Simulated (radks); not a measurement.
Question: The antimony ion Sb+, configuration [Kr] 4d10 5s2 5p2. Method: scalar-relativistic Kohn-Sham, r2SCAN, spin-polarised, spherical densities, finite nucleus; open shells are filled with parallel spins first (spin-orbit coupling, left out, can overturn this in heavy ions); meta-GGA in the generalised Kohn-Sham scheme; Fermi nuclear charge, rms radius 4.6802 fm; computed with a radial shooting solver on a logarithmic mesh with Libxc functionals. Some entries of the table are withheld. Estimate them.

| orbital | occ. | eigenvalue (hartree) | <1/r> (bohr^-1) |
|---|---|---|---|
| 1s up | 1 | -1116.019 | 54.32 |
| 1s down | 1 | -1116.016 | 54.32 |
| 2s up | 1 | -170.6793 | 12.43 |
| 2s down | 1 | -170.6792 | 12.43 |
| 2p up | 3 | -153.1481 | 11.91 |
| 2p down | 3 | -153.1464 | 11.91 |
| 3s up | 1 | -33.95018 | 4.437 |
| 3s down | 1 | -33.94876 | 4.437 |
| 3p up | 3 | -28.19517 | 4.216 |
| 3p down | 3 | -28.19322 | 4.216 |
| 3d up | 5 | -19.42939 | 3.976 |
| 3d down | 5 | -19.42743 | 3.976 |
| 4s up | 1 | -5.92504 | 1.750 |
| 4s down | 1 | -5.92033 | 1.749 |
| 4p up | 3 | -4.15562 | 1.595 |
| 4p down | 3 | -4.15165 | 1.594 |
| 4d up | 5 | -1.57735 | 1.292 |
| 4d down | 5 | -1.56954 | 1.297 |
| 5s up | 1 | (1) | 0.5887 |
| 5s down | 1 | (2) | 0.6027 |
| 5p up | 2 | (3) | 0.4804 |
| 5p down | 0 | (4) | 0.4961 |

Answer: 
(1) 5s up eigenvalue (hartree): -0.80419
(2) 5s down eigenvalue (hartree): -0.72708
(3) 5p up eigenvalue (hartree): -0.47554
(4) 5p down eigenvalue (hartree): -0.38497
